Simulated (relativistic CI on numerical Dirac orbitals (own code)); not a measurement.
## Hyperfine structure of Bi XXVIII, mass number 207

Calculated at this level of theory: Dirac-Coulomb-Breit CI, separate exchange-only KLI orbitals for each configuration, model QED, unscaled Slater integrals (own radial code, finite nucleus).

CI space (outside the closed core [Ar] 3d10): 4s2.4p6.4d10.4f10, 4s2.4p6.4d10.4f9.5s, 4s2.4p6.4d10.4f8.5s2, 4s2.4p6.4d9.4f11, 4s2.4p6.4d8.4f12, 4s2.4p5.4d10.4f11, 4s2.4p6.4d10.4f9.6s, 4s.4p6.4d10.4f11, 4s2.4p4.4d10.4f12, 4p6.4d10.4f12, 4s.4p6.4d9.4f12, 4s.4p5.4d10.4f12. Levels of other configurations are missing.

Nuclear spin I = 9/2, μ = 4.0729 μN, Q = -0.76 b (tables of Stone and Pyykkö). The electronic factors are computed for point nuclear moments, without core polarisation or the Bohr-Weisskopf and QED corrections.

```tsv
Level	E (eV)	A (MHz)	B (MHz)
4s2.4p6.4d10.4f10 5I_8	0.0000	2947	-1500
4s2.4p6.4d10.4f10 5I_7	4.9557	3244	-1710
4s2.4p6.4d10.4f10 5G_6	9.6661	2877	124
4s2.4p6.4d10.4f10 5F_3	10.3163	2554	919
```

Levels with J = 0, under 50 % of one LS term, or S terms without an open s electron are left out. Small factors come from cancelling terms and can be off by tens of per cent or more.

At this charge energies of transitions that change n are usually good to better than 1 %, and those within a shell (Δn = 0) to a few per cent. Terms inside the open d or f shell come out 10 to 20 % too wide with unscaled integrals.

(1) Give the hyperfine levels of 4s2.4p6.4d10.4f10 5I_8 relative to its centre of gravity.

Results:

(1) With K = F(F + 1) − I(I + 1) − J(J + 1), E = AK/2 + B[¾K(K + 1) − I(I + 1)J(J + 1)]/[2I(2I − 1)J(2J − 1)]: F = 7/2: -119900, F = 9/2: -106400, F = 11/2: -90050, F = 13/2: -70710, F = 15/2: -48450, F = 17/2: -23300, F = 19/2: 4728, F = 21/2: 35590, F = 23/2: 69270, F = 25/2: 105700 MHz.

LS names give the leading component of a level, which can be under half, so a name can repeat, a term be missing and a line seem to break the LS rules.
